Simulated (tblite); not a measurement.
Species: C6H6F3O (doublet state).
Numbering: `[F:1][C:2]([F:3])([F:4])[C:5]1=[CH:6][CH2:7][CH2:8][CH:9][O:10]1` (hydrogens: H11 on C6; H12, H13 on C7; H14, H15 on C8; H16 on C9)
Bond orders are those of one Lewis drawing.

Computed with GFN2-xTB (tblite), gas phase: L-BFGS steps from a force-field or distance-geometry start until the largest atomic force falls under 0.01 eV/Å.

Step 1: E = -927.9096 eV
```
atom  x, y, z in Å  |  force x, y, z in eV/Å
F1      2.9330   -1.1598   -0.4771   -0.299   0.406   0.163
C2      2.4573   -0.0605    0.1443   -0.373   0.107   0.174
F3      2.8821   -0.1431    1.4258   -0.041   0.108  -0.378
F4      3.0749    0.9993   -0.4138   -0.077  -0.278   0.198
C5      0.9351    0.0563    0.0648   -0.062   0.184   0.035
C6      0.1699   -0.8382   -0.5864   -0.140  -0.117   0.042
C7     -1.3198   -0.6849   -0.6532    0.080   0.012  -0.029
C8     -1.8525    0.2719    0.4227    0.132   0.097   0.084
C9     -0.9064    1.3927    0.6801    0.287  -0.205  -0.030
O10     0.4321    1.1769    0.6724    0.164  -0.215  -0.181
H11     0.6015   -1.6923   -1.0864    0.060   0.133   0.111
H12    -1.7995   -1.6604   -0.5384    0.064   0.003  -0.050
H13    -1.5919   -0.3077   -1.6443    0.032   0.000  -0.004
H14    -2.8294    0.6465    0.1194   -0.014   0.155   0.063
H15    -2.0021   -0.2794    1.3617    0.018  -0.100  -0.006
H16    -1.1919    2.2916    1.2152    0.169  -0.290  -0.194
```

Step 2: E = -927.9290 eV
```
atom  x, y, z in Å  |  force x, y, z in eV/Å
F1      2.9262   -1.1500   -0.4730   -0.228   0.101   0.006
C2      2.4520   -0.0587    0.1484   -0.500   0.123   0.005
F3      2.8808   -0.1408    1.4162    0.024   0.082   0.051
F4      3.0727    0.9923   -0.4090    0.004   0.006   0.062
C5      0.9312    0.0609    0.0656    0.029  -0.219  -0.159
C6      0.1686   -0.8406   -0.5854   -0.069   0.077   0.153
C7     -1.3184   -0.6858   -0.6530   -0.006   0.093  -0.053
C8     -1.8508    0.2744    0.4240    0.117  -0.024   0.040
C9     -0.8988    1.3890    0.6799    0.114  -0.215  -0.046
O10     0.4353    1.1714    0.6679    0.098   0.098  -0.006
H11     0.6024   -1.6890   -1.0838    0.107   0.022   0.052
H12    -1.7979   -1.6597   -0.5396    0.029  -0.036  -0.039
H13    -1.5914   -0.3074   -1.6449    0.040  -0.010   0.026
H14    -2.8293    0.6495    0.1208    0.046   0.147   0.076
H15    -2.0017   -0.2818    1.3618    0.023  -0.061  -0.032
H16    -1.1884    2.2850    1.2109    0.171  -0.182  -0.136
```

Task: Estimate the geometry and energy of step 3. (The exact step hangs on the optimiser's Hessian estimate; all steps are aligned on step 2, rigid shifts and turns removed.)

Result: E = -927.9410 eV, largest force 0.284 eV/Å
```
atom  x, y, z in Å  |  force x, y, z in eV/Å
F1      2.9175   -1.1419   -0.4703   -0.194  -0.093  -0.087
C2      2.4405   -0.0554    0.1510   -0.266   0.072  -0.070
F3      2.8803   -0.1377    1.4113   -0.018   0.071   0.243
F4      3.0712    0.9881   -0.4049   -0.018   0.168  -0.012
C5      0.9279    0.0592    0.0626    0.162  -0.019   0.010
C6      0.1675   -0.8403   -0.5816   -0.189  -0.137  -0.036
C7     -1.3179   -0.6850   -0.6536   -0.046   0.070  -0.028
C8     -1.8482    0.2754    0.4252    0.051  -0.104  -0.006
C9     -0.8913    1.3831    0.6790   -0.048  -0.139  -0.032
O10     0.4388    1.1699    0.6650    0.136   0.127   0.021
H11     0.6049   -1.6865   -1.0812    0.087   0.012   0.055
H12    -1.7962   -1.6596   -0.5411    0.017  -0.035  -0.036
H13    -1.5905   -0.3073   -1.6451    0.040   0.001   0.014
H14    -2.8280    0.6540    0.1233    0.108   0.130   0.092
H15    -2.0010   -0.2845    1.3614    0.026  -0.043  -0.041
H16    -1.1831    2.2775    1.2056    0.150  -0.081  -0.084
```

The energy changes by -0.0120 eV. The first-order estimate −F·Δx gives -0.0181 eV and the mean of the old and new forces, exact on a quadratic surface, -0.0120 eV. The step makes an angle of 35° with the force vector and moves no atom by more than 0.012 Å.

The cost below is that of the whole relaxation. Time: 0.28 s. Hardware: an Arm Neoverse V2 with one thread, shared host with 32 logical CPUs at a one-minute load of 8.4.
